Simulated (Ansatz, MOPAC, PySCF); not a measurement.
Stepwise substitution at one centre (Al OH-SiH3). Isolated molecules, 0 K electronic values unless said otherwise. One relaxed conformer stands for each flexible species; it need not be the lowest. Strings in code marks are SMILES.

Quantity: vertical ionisation energy (energy after one electron is removed minus that of the parent at the parent's geometry), in eV.

Level 1: B3LYP/6-31G* // B3LYP-D3(BJ)/def2-TZVP (PySCF)
Level 2: minus the HOMO energy of PBE-D3(BJ)/def2-TZVP // B3LYP-D3(BJ)/def2-TZVP (PySCF)
Level 3: minus the HOMO energy of PM6 // B3LYP-D3(BJ)/def2-TZVP (MOPAC)
Level 4: HF/cc-pVTZ // B3LYP-D3(BJ)/def2-TZVP (Ansatz, a program for electronic structure)

| species | level 2 | level 3 | level 4 |
|---|---|---|---|
| `[OH][Al]([OH])[SiH3]` (H–O–Al–Si torsion 180°, Si–Al–O–H torsion -180°) | 6.93 | 10.80 | 9.41 |
| `[OH][Al]([OH])[OH]` | 7.28 | 11.79 | 10.55 |
| `[OH][Al]([SiH3])[SiH3]` (H–O–Al–Si torsion 180°) | 6.09 | 9.21 | 8.37 |

Q: What does level 1 give for each, and how far do the other levels lie from it on average?

A: 
- `[OH][Al]([OH])[SiH3]` (H–O–Al–Si torsion 180°, Si–Al–O–H torsion -180°): 10.19
- `[OH][Al]([OH])[OH]`: 10.94
- `[OH][Al]([SiH3])[SiH3]` (H–O–Al–Si torsion 180°): 8.83
Mean absolute difference from level 1, which has limits of its own, over these rows (drawn at random from the members that have all these levels): level 2 3.22 eV, level 3 0.61 eV, level 4 0.54 eV.
